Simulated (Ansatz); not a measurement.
The same path of CH3AlCl2 + H4Si (12 atoms, charge 0, multiplicity 1) was run twice with different band settings. Lost on the way: H5–Si6. Made: Al1–Si6.

Level of theory: RKS PBE0/STO-3G in Ansatz 0.2.0.

Relaxed end points:

```xyz
12
Properties=species:S:1:pos:R:3
Al 0.342 1.165 0.656
Cl -0.988 2.620 -0.017
C 1.873 0.702 -0.358
Cl 0.245 0.744 2.694
H -0.752 -0.338 0.112
Si -1.644 -1.447 -0.263
H 2.269 -0.277 -0.072
H 2.675 1.433 -0.206
H 1.658 0.677 -1.431
H -2.869 -1.270 0.475
H -0.962 -2.664 0.097
H -1.847 -1.347 -1.687
```

```xyz
12
Properties=species:S:1:pos:R:3
Al 0.042 0.207 0.131
Cl -1.023 2.243 0.184
C 1.804 0.501 -0.520
Cl 0.054 0.616 2.392
H -0.640 1.808 1.643
Si -1.437 -1.463 -0.367
H 2.441 -0.373 -0.353
H 2.293 1.354 -0.041
H 1.802 0.693 -1.598
H -2.750 -1.234 0.187
H -0.983 -2.738 0.137
H -1.602 -1.615 -1.795
```

Common settings: climbing image yes; spring 5.0 eV/Å²; optimiser quadratic models (default); start path through a guess of the saddle point; force threshold 0.03 eV/Å; iteration limit 60; end points relaxed.

| run | movable images |
| --- | --- |
| 1 | 5 |
| 2 | 2 |

(1) What does each run give, and how far can it be trusted?

## Answers

(1) Run 1: converged after 30 iterations, highest image 2.313 eV above the first end. Neighbouring images differ by up to 2.0 eV, so the band resolves the path poorly. A vibrational analysis at the climbing image gives one clearly imaginary mode, 472i cm⁻¹: a first-order saddle point.
Run 2: converged after 50 iterations, highest image 2.023 eV above the first end. The order of the stationary point at the top wasn't checked. So few images can step over the top or miss a turn of the path.
The orbitals stay closed-shell, which can raise the energy where a bond breaks towards radicals; this wasn't checked here. Limits of this set-up: minimal basis.
